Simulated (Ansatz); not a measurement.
ZnO₂H₂ (the lowest singlet isomer of a short search), 5 atoms. Hardware: 4 threads of Arm Neoverse V1 on a shared host.

The 6-31G sets use Cartesian d functions. Correlated methods freeze 11 core orbitals.

Task: How many basis functions does each of these Ansatz runs have, and roughly what does it cost? PBE-D4/def2-TZVP, charge 0 singlet, energy, from earlier orbitals; r2SCAN-D4/def2-TZVP, charge 0 triplet at the geometry of the charge 0 singlet, energy, from earlier orbitals; PBE-D4/def2-SVP, charge 0 singlet, energy, from earlier orbitals; r2SCAN0-D4/def2-TZVP, charge 0 singlet, energy, from earlier orbitals; B3LYP-D4/6-31G, charge 0 singlet, energy; r2SCAN-D4/def2-TZVPD, charge -1 doublet at the geometry of the charge 0 singlet, energy, from earlier orbitals; PBE0-D4/def2-TZVPD, charge -1 doublet at the geometry of the charge 0 singlet, energy; PBE-D4/def2-TZVP, charge 0 singlet, relaxation, 8 steps; RPA@PBE/def2-TZVP, charge 0 singlet, energy, from earlier orbitals; PBE-D4/def2-TZVP, charge 0 triplet at the geometry of the charge 0 singlet, energy, from earlier orbitals; MP2/def2-TZVP, charge 0 singlet, energy, from earlier orbitals; CCSD(T)/def2-TZVPP, charge 1 doublet at the geometry of the charge 0 singlet, energy, from earlier orbitals.

Result: Other jobs shared the machine, so times can vary by a factor of up to 3. A dash marks memory too small to be measured apart from the calling script's.

```json
{"run": "PBE-D4/def2-SVP, charge 0 singlet, energy, from earlier orbitals", "functions": "69", "fitting or Cholesky vectors": "760", "wall time": "0.7 s", "peak host memory (GiB)": "–"}
{"run": "B3LYP-D4/6-31G, charge 0 singlet, energy", "functions": "51", "fitting or Cholesky vectors": "509", "wall time": "0.81 s", "peak host memory (GiB)": "–"}
{"run": "PBE-D4/def2-TZVP, charge 0 singlet, energy, from earlier orbitals", "functions": "122", "fitting or Cholesky vectors": "850", "wall time": "0.91 s", "peak host memory (GiB)": "–"}
{"run": "MP2/def2-TZVP, charge 0 singlet, energy, from earlier orbitals", "functions": "122", "fitting or Cholesky vectors": "915", "wall time": "1.1 s", "peak host memory (GiB)": "–"}
{"run": "RPA@PBE/def2-TZVP, charge 0 singlet, energy, from earlier orbitals", "functions": "122", "fitting or Cholesky vectors": "915", "wall time": "1.9 s", "peak host memory (GiB)": "–"}
{"run": "r2SCAN0-D4/def2-TZVP, charge 0 singlet, energy, from earlier orbitals", "functions": "122", "fitting or Cholesky vectors": "931", "wall time": "2.1 s", "peak host memory (GiB)": "–"}
{"run": "PBE-D4/def2-TZVP, charge 0 triplet at the geometry of the charge 0 singlet, energy, from earlier orbitals", "functions": "122", "fitting or Cholesky vectors": "850", "wall time": "2.2 s", "peak host memory (GiB)": "–"}
{"run": "r2SCAN-D4/def2-TZVP, charge 0 triplet at the geometry of the charge 0 singlet, energy, from earlier orbitals", "functions": "122", "fitting or Cholesky vectors": "850", "wall time": "4.5 s", "peak host memory (GiB)": "–"}
{"run": "r2SCAN-D4/def2-TZVPD, charge -1 doublet at the geometry of the charge 0 singlet, energy, from earlier orbitals", "functions": "149", "fitting or Cholesky vectors": "934", "wall time": "6 s", "peak host memory (GiB)": "–"}
{"run": "PBE-D4/def2-TZVP, charge 0 singlet, relaxation, 8 steps", "functions": "122", "fitting or Cholesky vectors": "850", "wall time": "8 s", "peak host memory (GiB)": "–"}
{"run": "PBE0-D4/def2-TZVPD, charge -1 doublet at the geometry of the charge 0 singlet, energy", "functions": "149", "fitting or Cholesky vectors": "1007", "wall time": "11 s", "peak host memory (GiB)": "–"}
{"run": "CCSD(T)/def2-TZVPP, charge 1 doublet at the geometry of the charge 0 singlet, energy, from earlier orbitals", "functions": "154", "fitting or Cholesky vectors": "1015", "wall time": "1.7 min", "peak host memory (GiB)": "2.6"}
```
